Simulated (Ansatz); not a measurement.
C2H6OSSi (`C=C(O)S[SiH3]`). Charge 0, multiplicity 1.

Cartesian coordinates in Å:
```
C -1.4458 0.8177 0.6993
C -0.9521 0.3764 -0.4521
O -1.6642 -0.4320 -1.2695
S 0.6682 0.8173 -1.0535
Si 1.7558 -0.5059 0.2324
H -2.4356 0.5144 1.0169
H -0.8726 1.4885 1.3203
H -1.1072 -0.6827 -2.0131
H 1.1945 -1.8760 0.1389
H 3.1578 -0.4837 -0.2565
H 1.7012 -0.0340 1.6371
```

Task: What are the harmonic wavenumbers in cm⁻¹ at PBE0-D4/def2-TZVP (Ansatz, finite differences of forces, unscaled)? (Best estimate.)

Result: Ansatz gave: 28, 115, 155, 325, 364, 418, 498, 546, 620, 646, 676, 734, 856, 912, 930, 949, 984, 1185, 1299, 1417, 1719, 2230, 2244, 2245, 3186, 3294, 3843.

Task: Is this a minimum?

Result: Yes, all 27 modes are real.

Task: Give the ideal-gas thermochemistry at 298.15 K and 1 bar (rigid rotor, harmonic oscillator; point group C1, symmetry number 1).

Result: Zero-point energy 193.9 kJ/mol; H(298) − E = 215.5 kJ/mol; entropy 357.8 J/(mol·K), of which translation 167.0, rotation 113.9, vibration 76.9; G(298) − E = 108.8 kJ/mol. Modes under 100 cm⁻¹ are hindered rotations or soft bends, so the harmonic entropy is rough.

Task: And at 400, 500, 600, 800 and 1000 K?

Result: 
| T (K) | H − E (kJ/mol) | S (J/mol/K) | G − E (kJ/mol) |
| --- | --- | --- | --- |
| 400 | 228.4 | 394.7 | 70.5 |
| 500 | 243.0 | 427.3 | 29.4 |
| 600 | 259.2 | 456.8 | -14.9 |
| 800 | 295.2 | 508.5 | -111.5 |
| 1000 | 334.8 | 552.5 | -217.7 |

Task: Rotational constants (cm⁻¹)?

Result: 0.1664, 0.06761, 0.06282.
